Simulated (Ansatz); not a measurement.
Born–Oppenheimer molecular dynamics of Cl₂H₇NOSiTi (13 atoms, charge 0, multiplicity 1). It starts at the highest image of a converged band. Of that band: Neighbouring images differ by up to 1.4 eV, so the band resolves the path poorly. A vibrational analysis at the climbing image gives one clearly imaginary mode, 139i cm⁻¹: a first-order saddle point.

These are results of RKS PBE/def2-SVP (Ansatz 0.2.0), not measurements.

* ensemble: NVE (velocity Verlet)
* time step: 0.5 fs
* steps asked: 200
* starting velocities drawn for: 100 K
* seed: 9376

First frame:

```xyz
13
Properties=species:S:1:pos:R:3
Ti -0.293 -0.593 -0.214
Cl -0.951 -0.358 2.540
Cl 0.735 -1.171 -2.083
N -0.211 1.264 -0.134
H -0.894 1.893 0.303
H 0.543 1.794 -0.587
O -1.911 -1.356 -0.230
H -2.265 -1.892 -0.965
Si 1.869 -1.708 1.022
H 1.911 -3.146 0.567
H 3.058 -0.984 0.439
H 2.108 -1.746 2.519
H 0.227 -0.870 1.973
```

Task: How far do the bonds stretch over the last three quarters of this one trajectory? (Pairs bonded in most of those frames.)

Result: 
```json
{"bond": "Ti1–Cl2", "mean (Å)": "2.844", "spread (Å)": "0.044", "shortest": "2.80", "longest": "2.95"}
{"bond": "Ti1–Cl3", "mean (Å)": "2.205", "spread (Å)": "0.019", "shortest": "2.17", "longest": "2.23"}
{"bond": "Ti1–N4", "mean (Å)": "1.862", "spread (Å)": "0.014", "shortest": "1.84", "longest": "1.88"}
{"bond": "Ti1–O7", "mean (Å)": "1.799", "spread (Å)": "0.023", "shortest": "1.77", "longest": "1.84"}
{"bond": "Ti1–Si9", "mean (Å)": "2.683", "spread (Å)": "0.023", "shortest": "2.65", "longest": "2.72"}
{"bond": "Cl2–H13", "mean (Å)": "1.347", "spread (Å)": "0.024", "shortest": "1.30", "longest": "1.41"}
{"bond": "N4–H5", "mean (Å)": "1.026", "spread (Å)": "0.005", "shortest": "1.02", "longest": "1.03"}
{"bond": "N4–H6", "mean (Å)": "1.029", "spread (Å)": "0.006", "shortest": "1.02", "longest": "1.04"}
{"bond": "O7–H8", "mean (Å)": "0.977", "spread (Å)": "0.019", "shortest": "0.95", "longest": "1.00"}
{"bond": "Si9–H10", "mean (Å)": "1.511", "spread (Å)": "0.005", "shortest": "1.50", "longest": "1.52"}
{"bond": "Si9–H11", "mean (Å)": "1.512", "spread (Å)": "0.004", "shortest": "1.50", "longest": "1.52"}
{"bond": "Si9–H12", "mean (Å)": "1.533", "spread (Å)": "0.023", "shortest": "1.49", "longest": "1.58"}
```

Pairs bonded in part of these frames only: Ti1–H13 9 %.

Mean temperature of the second half: 69 K. The conserved energy stayed within 0.056 meV per atom of its start (net change 0.05 meV per atom), so the integration is sound. A run of 0.1 ps of so small a system gives no equilibrium averages. The orbitals stay closed-shell, which can raise the energy where a bond breaks towards radicals; this wasn't checked here.

The run took 16 min on 4 threads of Intel(R) Xeon(R) Processor @ 2.50GHz (Skylake/Cascade Lake), on a shared host, peak memory 0.28 GiB.
